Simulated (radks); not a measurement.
Values are calculated unless marked as measured or tabulated.
Species: Li2+. Configuration: 1s1 (the NIST ground configuration).

Code: a radial shooting solver on a logarithmic mesh with Libxc functionals. Model: Dirac Kohn-Sham, LDA (Slater exchange, Perdew-Wang correlation), spin-unpolarised, spherical densities, point nucleus; speed of light set to 116.481 atomic units (0.85 times the physical value, a model run).

Energy parts (Ry):
| part | energy |
|---|---|
| total | -8.54323 |
| kinetic | 8.46484 |
| electron-nucleus | -17.45582 |
| Hartree | 1.80751 |
| exchange-correlation | -1.35976 |

Orbitals (lengths in bohr, moments of r in powers of bohr):
orbital,occ.,eigenvalue (Ry),<r>
1s1/2,1,-7.16193,0.5202

The highest occupied level is 1s1/2 at -97.443 eV. The density falls to 0.001 e/bohr^3 at r = 1.56 bohr.
